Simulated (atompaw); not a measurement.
What one change does to a pseudopotential (Mn (Z = 25), PAW (atompaw))

| Quantity | Value |
| --- | --- |
| Element | Mn |
| Generator | atompaw 4.2.0.5 |
| Type | PAW |
| Functional | PBE |
| Relativity | scalar-relativistic |
| Frozen core | [Ar] |
| Valence charge | 7 |
| Reference configuration | 3d5 4s0.5 4p0 (charge +1.5) |
| Partial waves | 4s (bound): rc 2.25 bohr; 4s channel at 1.05 Ry: rc 2.25 bohr; 4p (bound, empty): rc 2.15 bohr; 4p channel at -0.15 Ry: rc 2.15 bohr; 3d (bound): rc 2.25 bohr; 3d channel at -0.8 Ry: rc 1.35 bohr |
| Local potential | troulliermartins scheme with l = 3 at 0 Ry, radius 2.20 bohr |
| Core correction | smooth core density matched at 2.20 bohr |
| Augmentation charge | besselshape compensation charge, radius 1.75 bohr; PAW radius 2.25 bohr; waves and projectors: custom rrkj gramschmidtortho |

All-electron outer shells of the reference configuration (PBE, scalar-relativistic, ld1.x):

```
shell  level (eV)  outermost node (bohr)  outermost maximum (bohr)
   3p      -67.47                   0.31                      0.75
   3d      -19.47                      –                      0.76
   4s      -15.57                   1.05                      2.32
   4p      -10.47                   1.14                      2.80
```

Change: local potential troulliermartins scheme with l = 3 at 0 Ry, radius 1.76 bohr.

Cutoffs: the cutoffs (Ry, on a coarse ladder) from which the occupation-weighted sum of valence levels, in a spherical-Bessel basis at the reference potential, stays within 10 and 1 mRy of its value at 400 Ry; they do not see the model core or the augmentation charge, which bear on the density cutoff.

Task: What does the change do?

Result: The potential gets neither clearly harder nor softer (18 Ry and 25 Ry → 18 Ry and 25 Ry); the bound ghosts move from p to p, s; the range in which the s phases agree widens (upper end 2.2 → at the end of the scan). A state that the projectors do not describe sees the local part alone, so a deeper or shallower local part can create or remove a ghost.

| quantity | base | changed |
| --- | --- | --- |
| cutoff, loose | 18 Ry | 18 Ry |
| cutoff, tight | 25 Ry | 25 Ry |
| bound ghosts | p | p, s |
| s: phases at 2.27 bohr within 0.05 rad from the reference energy up to (Ry; the scan ends near 5) | 2.2 | to the end of the scan |
| p: phases at 2.27 bohr within 0.05 rad from the reference energy up to (Ry; the scan ends near 5) | to the end of the scan | to the end of the scan |
| d: phases at 2.27 bohr within 0.05 rad from the reference energy up to (Ry; the scan ends near 5) | 1.0 | 1.1 |
| lowest overlap eigenvalue by channel | s 0.48, p 0.70, d 0.10 | s 0.41, p 0.69, d 0.14 |

 A true bound ghost makes a file unfit for plane-wave use even where its test errors are small: the radial tests pick states by their node count and pass the ghost by. The cutoffs see the waves, projectors and local potential, not the compensation charge or the core.
